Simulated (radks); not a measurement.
Species: Rb5+. Configuration: [Ar] 3d10 4s2 4p2.

Calculated with a radial shooting solver on a logarithmic mesh with Libxc functionals: Dirac Kohn-Sham, PBE, spin-unpolarised, spherical densities, point nucleus; open shells are shared between the two j in proportion to 2j + 1.

Energy parts (eV):
part                       energy
total                  -80936.217
kinetic                 83250.329
electron-nucleus      -193192.613
Hartree                 31691.087
exchange-correlation    -2685.020

Orbitals (lengths in bohr, moments of r in powers of bohr; <r^-3> diverges for s and p1/2):
orbital      occ.  eigenvalue (eV)       <r^4>  <r^-3>      <r>
1s1/2           2        -15101.01  0.00001234       -  0.04029
2s1/2           2        -2078.769    0.002396       -   0.1775
2p1/2           2        -1892.228    0.001631       -   0.1522
2p3/2           4        -1831.413    0.001780    1566   0.1563
3s1/2           2        -368.2295      0.1399       -   0.5096
3p1/2           2        -301.3249      0.1545       -   0.5104
3p3/2           4        -292.1535      0.1669   238.7   0.5207
3d3/2           4        -175.0445      0.2205   32.04   0.5190
3d5/2           6        -173.4774      0.2263   30.88   0.5226
4s1/2           2         -93.6124       5.856       -    1.331
4p1/2    0.666667         -75.8590       8.568       -    1.453
4p3/2     1.33333         -74.5728       9.075   33.76    1.475

The highest occupied level is 4p3/2 at -74.573 eV. Summed over all electrons, <r^2> = 14.91 bohr^2, which gives a Langevin (diamagnetic) susceptibility term of -11.8 x 10^-6 cm^3/mol. The density falls to 0.001 e/bohr^3 at r = 2.86 bohr.
